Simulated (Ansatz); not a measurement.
`[NH2][In]([F])[Br]` + HBr → `[NH2][In]([Br])[Br]` + H–F  (ligand exchange at the In–F bond)

Program: Ansatz. Geometries: PBE0-D4/def2-TZVP. ΔE: electronic, gas phase. CBS: MP2 limit from def2 TZ/QZ plus the TZ coupled-cluster correction, frozen cores. This one scheme is used for every species. Functionals use def2-TZVPP. B3LYP here is the variant with VWN-RPA as its local correlation; programs differ in this. def2 core potentials past Kr. For Br, In outer-core shells are correlated without core-valence functions, which leaves a few kJ/mol of doubt a bond. Scalar relativity is left out up to krypton. Each species was taken in one conformer, which may not be the lowest.

(1) Is it downhill or uphill in electronic energy at CCSD(T)/CBS, and by how much? (Best estimate.)

(2) What do these levels give: revPBE-D4, BLYP-D4, B3LYP-D4, r2SCANh, LC-ωPBE, RPA@PBE/def2-TZVPP, CCSD(T)/def2-SVP, HF/def2-TZVPP, HF/def2-QZVPP, SCS-MP2/def2-QZVPP, HF/CBS(def2), CCSD/CBS(def2)? (An estimate is asked.)

Largest T1 diagnostic among the species: 0.013.

## Answers

(1) Ansatz gave: Downhill: ΔE = -0.85 eV.

(2) Ansatz gave: revPBE-D4 -0.73, BLYP-D4 -0.67, B3LYP-D4 -0.77, r2SCANh -0.80, LC-ωPBE -0.70, RPA@PBE/def2-TZVPP -0.74, CCSD(T)/def2-SVP -0.71, HF/def2-TZVPP -0.88, HF/def2-QZVPP -0.85, SCS-MP2/def2-QZVPP -0.83, HF/CBS(def2) -0.85, CCSD/CBS(def2) -0.86 eV.

From BLYP to BHLYP (50 % exact exchange), in def2-TZVPP and without D4, ΔE moves by −0.20 eV. Leaving LDA and LC-ωPBE aside and taking each functional with its dispersion term where it has one, the values, not all of them listed here, spread over 0.23 eV, from PBE-QIDH to BLYP-D4. LDA lies −0.07 eV from PBE without D4. The D4 term adds −0.06 eV with B3LYP and −0.03 eV with PBE0; it sums over pairs of atoms, weighted by their polarisabilities, and B3LYP, whose exchange is more repulsive, gets the larger term.
